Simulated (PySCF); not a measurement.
C3H3, SMILES [CH2]C#C, multiplicity 2. Atoms are numbered in the order given.

```xyz
6

C      0.0000     0.0000     1.3365
C      0.0000     0.0000     0.1186
C      0.0000     0.0000    -1.2540
H      0.0000     0.0000     2.4018
H      0.0000    -0.9325    -1.8038
H      0.0000     0.9325    -1.8038
```
Charge 0, spin multiplicity 2.

Coordinates come from a ωB97X-D3(BJ)/def2-TZVP optimisation. The isomer is the one that the SMILES or the coordinates give; other isomers of the formula were not compared.

These are PBE0/pcH-1 (PySCF) values and carry that method's errors.

Unrestricted Kohn–Sham, ⟨S²⟩ = 0.777. Hyperfine tensors hold the contact and dipolar terms, without spin-orbit corrections.

Computed hyperfine couplings:
```tsv
nucleus	A(iso) (MHz)	A(iso) (G)	dipolar principal values (MHz)
13C no. 1	49.0	17.5	-46.0, -31.6, 77.5
13C no. 2	-75.3	-26.9	-24.6, -1.3, 25.9
13C no. 3	71.7	25.6	-63.1, -62.0, 125.0
1H no. 4	-47.0	-16.8	-19.4, -2.2, 21.6
1H no. 5	-61.3	-21.9	-29.5, -0.7, 30.2
1H no. 6	-61.3	-21.9	-29.5, -0.7, 30.2
```

Task: And the g tensor (effective nuclear charges for spin-orbit coupling, GIAO)? (Estimate from the structure and the level; the computed values follow.)

Result: principal values 2.0022, 2.0029, 2.0033; isotropic 2.0028.
